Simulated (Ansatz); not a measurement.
Mulliken charges of `N=CNBCl` from ωB97M-V/def2-TZVPP in Ansatz (PBE0-D4/def2-TZVP geometry).

```
atom   x (Å)   y (Å)   z (Å)  charge (e)
  N1  -0.229  -0.381   1.645      -0.251
  C2   0.566   0.186   0.848       0.058
  N3   0.355   0.267  -0.524      -0.096
  B4  -0.678  -0.196  -1.367       0.016
 Cl5  -2.082  -1.070  -0.826      -0.109
  H6   0.125  -0.319   2.594       0.120
  H7   1.501   0.674   1.147       0.081
  H8   1.096   0.757  -1.001       0.124
  H9  -0.567   0.036  -2.532       0.057
```

Question: By hand: the dipole of these point charges (1 e Å = 4.8032 D).

Answer: Σ q r = (0.512, 0.307, -0.110) e Å, of length 0.607 e Å = 2.92 D.

Question: How does the dipole of the full density compare? (Estimate.)

Answer: Computed: (0.711, 0.397, 0.043) e Å, 3.92 D; the point charges give 0.74 times that, at 14° from its direction.

Point charges leave out the atoms' own dipoles, such as those of lone pairs, and Mulliken's split depends on the basis, so the two needn't agree.
